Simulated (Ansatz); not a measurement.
`O[SiH2]C(O)Cl` + CH₃OH → `COC(O)Cl` + `O[SiH3]`  (substitution at a C–Si bond)

Program: Ansatz. Geometries: PBE0-D4/def2-TZVP. ΔE: electronic, gas phase. CBS: MP2 limit from def2 TZ/QZ plus the TZ coupled-cluster correction, frozen cores. This one scheme is used for every species. DFT in def2-TZVPP. HSE06 is defined as in plane-wave codes. Each species was taken in one conformer, which may not be the lowest.

| level | ΔE (kJ/mol) | difference from CCSD(T)/CBS |
| --- | --- | --- |
| revPBE-D4 | 27.4 | -0.1 |
| BLYP-D4 | 27.1 | -0.4 |
| r2SCAN-D4 | 22.1 | -5.4 |
| B97M-V | 17.3 | -10.2 |
| BHLYP-D4 | 22.8 | -4.7 |
| ωB97X-V | 18.6 | -8.9 |
| BLYP | 22.8 | -4.7 |
| r2SCANh | 21.6 | -5.9 |
| HSE06 | 23.2 | -4.3 |
| LC-ωPBE | 21.0 | -6.5 |
| CCSD/def2-SVP | 1.4 | -26.1 |
| CCSD(T)/def2-SVP | 0.3 | -27.2 |
| CCSD(T)/def2-TZVPP | 20.5 | -7.0 |
| SCS-MP2/def2-QZVPP | 24.5 | -3.0 |
| HF/CBS(def2) | 11.9 | -15.6 |
| MP2/CBS(def2) | 30.1 | 2.6 |
| CCSD(T)/CBS | 27.5 | 0 |

Largest T1 diagnostic among the species: 0.011.

In def2-TZVPP, CCSD(T) changes the Hartree–Fock value by +9.3 kJ/mol (the triples alone add +0.1 kJ/mol) and MP2 by +11.9 kJ/mol. The D4 term adds +3.9 kJ/mol with B3LYP and +2.0 kJ/mol with PBE0; it sums over pairs of atoms, weighted by their polarisabilities, and B3LYP, whose exchange is more repulsive, gets the larger term. From BLYP to BHLYP (50 % exact exchange), in def2-TZVPP and without D4, ΔE moves by −4.6 kJ/mol.

CCSD(T)/CBS has its own doubt, a few kJ/mol and more with outer-core shells, so smaller differences from it don't rank the levels.

B3LYP here is the variant with VWN-RPA as its local correlation; programs differ in this.
